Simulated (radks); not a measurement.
Values are calculated unless marked as measured or tabulated.
Spherical quantum dot in the effective-mass picture: electrons in a hard-walled sphere of radius 4.78, with a point charge +1 (a donor) at the centre, all in effective atomic units (hartree* = m*/eps^2 hartree, bohr* = eps/m* bohr), one dielectric constant everywhere. Level of theory: non-relativistic Kohn-Sham, r2SCAN, spin-polarised, spherical densities, generalised Kohn-Sham scheme (a radial shooting solver with Libxc functionals). Levels are named by radial order and angular momentum (1s, 1p, 1d, 2s, ...), and open shells are averaged over m. Results are scaled to m* = 0.026 and eps = 6.6, for which hartree* = 16.24 meV and bohr* = 13.43 nm. Each electron was tried in the lowest free levels, single moves between levels near the top were tried too, and the lowest total energy was kept; such a search can miss a lower state. At N = 1 the Hartree and exchange-correlation terms need not cancel, so that row can carry a self-interaction error.

| N | open shells | 2S | mu = E(N) - E(N-1) (meV) | addition energy mu(N+1) - mu(N) (meV) | e(HOMO) (meV) | rms radius (nm) |
|---|---|---|---|---|---|---|
| 1 | 1s(up 1, down 0) | 1 | -8.0302 | 8.785 | -4.5433 | 21.83 |
| 2 | none | 0 | 0.75474 | 10.49 | 3.2757 | 26.78 |
| 3 | 1p(up 1, down 0) | 1 | 11.240 | 3.927 | 13.138 | 32.66 |
| 4 | 1p(up 2, down 0) | 2 | 15.167 | 4.199 | 17.244 | 35.55 |
| 5 | 1p(up 3, down 0) | 3 | 19.366 | 5.981 | 21.497 | 37.37 |
| 6 | 1p(up 3, down 1) | 2 | 25.347 | 3.812 | 27.206 | 38.75 |
| 7 | 1p(up 3, down 2) | 1 | 29.159 | 4.035 | 31.155 | 39.80 |
| 8 | none | 0 | 33.194 | 8.064 | 35.245 | 40.65 |
| 9 | 2s(up 1, down 0) | 1 | 41.258 | 4.065 | 43.677 | 41.00 |
| 10 | 1d(up 2, down 0) | 2 | 45.323 | 3.915 | 47.240 | 42.29 |
| 11 | 1d(up 3, down 0) | 3 | 49.238 | 4.008 | 51.238 | 42.91 |
| 12 | 1d(up 4, down 0) | 4 | 53.246 | 4.025 | 55.256 | 43.45 |
| 13 | 1d(up 5, down 0) | 5 | 57.271 | 5.404 | 59.286 | 43.91 |
| 14 | 1d(up 5, down 0) 2s(up 1, down 0) | 6 | 62.675 | 4.269 | 65.236 | 43.87 |
| 15 | 1d(up 5, down 2) | 3 | 66.944 | 3.646 | 68.642 | 44.74 |
| 16 | 1d(up 5, down 3) | 2 | 70.590 | 3.921 | 72.543 | 45.09 |
| 17 | 1d(up 5, down 4) | 1 | 74.511 | 3.949 | 76.480 | 45.40 |
| 18 | none | 0 | 78.460 | 5.543 | 80.439 | 45.68 |
| 19 | 2s(up 1, down 0) | 1 | 84.003 | 7.239 | 86.847 | 45.52 |
| 20 | 2s(up 1, down 0) 1f(up 1, down 0) | 2 | 91.242 | 3.889 | 93.167 | 45.81 |
| 21 | 2s(up 1, down 0) 1f(up 2, down 0) | 3 | 95.130 | 3.897 | 97.063 | 46.08 |
| 22 | 2s(up 1, down 0) 1f(up 3, down 0) | 4 | 99.027 | 3.905 | 100.97 | 46.32 |
| 23 | 2s(up 1, down 0) 1f(up 4, down 0) | 5 | 102.93 | 3.912 | 104.88 | 46.56 |
| 24 | 2s(up 1, down 0) 1f(up 5, down 0) | 6 | 106.84 | 3.916 | 108.80 | 46.77 |
| 25 | 2s(up 1, down 0) 1f(up 6, down 0) | 7 | 110.76 | 3.919 | 112.71 | 46.97 |
| 26 | 2s(up 1, down 0) 1f(up 7, down 0) | 8 | 114.68 | - | 116.63 | 47.16 |

All shells are closed at N = 2, 8, 18 (there: 1s2 1p6 1d10); the second difference of the energy has clear peaks (12 % above both neighbours; the first and last values, which can be the largest, are not judged, and half-filled shells can peak too) at N = 2, 5, 8, 13, 19.
